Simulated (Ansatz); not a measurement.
One change: `[Se]=C[TeH]` becomes `ClC=[Se]`.

Ansatz, PBE0-D4/def2-TZVP geometries, multiplicity 1. 

Elements past krypton have def2 core potentials. Scalar relativity is left out up to krypton.

```json
{"property": "ideal-gas entropy at 298 K and 1 bar (rigid rotor, harmonic PBE0-D4/def2-TZVP) / J/(mol·K)", "`[Se]=C[TeH]`": "312"}
{"property": "LUMO energy (ωB97M-V/def2-TZVPP) / eV", "`[Se]=C[TeH]`": "-0.65"}
{"property": "LUMO energy (B3LYP/def2-TZVPP) / eV", "`[Se]=C[TeH]`": "-2.77"}
{"property": "size of the dipole moment (ωB97M-V/def2-TZVPP) / D", "`[Se]=C[TeH]`": "2.24"}
{"property": "HOMO energy (PBE/def2-TZVPP) / eV", "`[Se]=C[TeH]`": "-5.18"}
{"property": "HOMO–LUMO gap (PBE/def2-TZVPP) / eV", "`[Se]=C[TeH]`": "1.83"}
```

(1) Give the same properties after the change, and the shifts. (An estimate is asked.)

## Answers

(1) The calculation gave: 
| property | `ClC=[Se]` | shift |
| --- | --- | --- |
| ideal-gas entropy at 298 K and 1 bar (rigid rotor, harmonic PBE0-D4/def2-TZVP) / J/(mol·K) | 282 | -30 |
| LUMO energy (ωB97M-V/def2-TZVPP) / eV | -0.83 | -0.18 |
| LUMO energy (B3LYP/def2-TZVPP) / eV | -3.10 | -0.33 |
| size of the dipole moment (ωB97M-V/def2-TZVPP) / D | 1.13 | -1.11 |
| HOMO energy (PBE/def2-TZVPP) / eV | -5.68 | -0.50 |
| HOMO–LUMO gap (PBE/def2-TZVPP) / eV | 1.96 | 0.13 |

With PBE0 the HOMO falls by 0.55 eV and the LUMO falls by 0.30 eV, so the gap widens by about 0.25 eV. PBE moves the HOMO by -0.50 eV and ωB97M-V by -0.55 eV. The zero-point energy changes by -15.1 kJ/mol with -3 modes. Dipoles are sizes alone; their direction can turn.

B3LYP here is the variant with VWN-RPA as its local correlation; programs differ in this.

Spin–orbit coupling is left out; it splits and shifts lone-pair levels of the heavy atoms by tenths of an eV.
